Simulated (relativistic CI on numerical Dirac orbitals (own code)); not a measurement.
## Sensitivity of the levels of W23+ to α and to the nuclear radius

Calculated at this level of theory: Dirac-Coulomb-Breit CI, separate exchange-only KLI orbitals for each configuration, derivatives by finite differences, unscaled Slater integrals, QED left out (own radial code, finite nucleus).

CI space (outside the closed core [Ar] 3d10 4p6 4d10): 4s2.4f5, 4s2.4f4.5s, 4s2.4f3.5s2, 4s.4f4.5s2. Levels of other configurations are missing.

With x = (α/α₀)² − 1 an excitation energy changes as ω = ω₀ + qx; K = 2q/ω₀ is the relative enhancement. Terms are leading LS components, so labels can repeat. The field-shift factor is F = δν/δ⟨r²⟩ for the transition from the lowest level.

Lowest level 4s2.4f5 6H°_5/2.

| Level | ω₀ (cm⁻¹) | q (cm⁻¹) | K | F (GHz/fm²) |
| --- | --- | --- | --- | --- |
| 4s2.4f5 6H°_7/2 | 9103.9 | 13680 | 3.01 | 0.578 |
| 4s2.4f5 6H°_9/2 | 17728.7 | 23540 | 2.66 | 1.02 |
| 4s2.4f5 6F°_3/2 | 24240.9 | 12520 | 1.03 | 0.678 |
| 4s2.4f5 6F°_5/2 | 24625.4 | 8200 | 0.666 | 0.53 |
| 4s2.4f5 6F°_1/2 | 24860.2 | 16260 | 1.31 | 0.817 |
| 4s2.4f5 6H°_11/2 | 25454.5 | 29630 | 2.33 | 1.32 |
| 4s2.4f5 6H°_13/2 | 32208.3 | 32570 | 2.02 | 1.49 |
| 4s2.4f5 6F°_7/2 | 32530.5 | 21160 | 1.3 | 1.07 |
| 4s2.4f5 6H°_15/2 | 37274.6 | 28900 | 1.55 | 1.42 |
| 4s2.4f5 6F°_9/2 | 41040.8 | 30160 | 1.47 | 1.48 |
| 4s2.4f5 6F°_5/2 | 48354.8 | 17680 | 0.731 | 1.1 |
| 4s2.4f5 6F°_11/2 | 49273.3 | 36510 | 1.48 | 1.79 |
| 4s2.4f5 4M°_15/2 | 51196.7 | 13480 | 0.527 | 0.991 |
| 4s2.4f5 4F°_3/2 | 54549.2 | 21890 | 0.803 | 1.31 |
| 4s2.4f5 4I°_9/2 | 59484.8 | 17550 | 0.59 | 1.21 |
| 4s2.4f5 4L°_13/2 | 59506.5 | 16080 | 0.541 | 1.16 |
| 4s2.4f5 4K°_11/2 | 59909.0 | 17450 | 0.582 | 1.21 |
| 4s2.4f5 4G°_7/2 | 62050.6 | 27750 | 0.894 | 1.6 |
| 4s2.4f5 4M°_17/2 | 64388.8 | 23850 | 0.741 | 1.49 |
| 4s2.4f5 4P°_5/2 | 65674.8 | 14250 | 0.434 | 1.14 |
| 4s2.4f5 4K°_15/2 | 72158.0 | 32940 | 0.913 | 1.89 |
| 4s2.4f5 2P°_1/2 | 72263.3 | 14680 | 0.406 | 1.22 |
| 4s2.4f5 4M°_19/2 | 73275.5 | 30520 | 0.833 | 1.83 |

At this charge energies of transitions that change n are usually good to better than 1 %, and those within a shell (Δn = 0) to a few per cent. Terms inside the open d or f shell come out 10 to 20 % too wide with unscaled integrals.
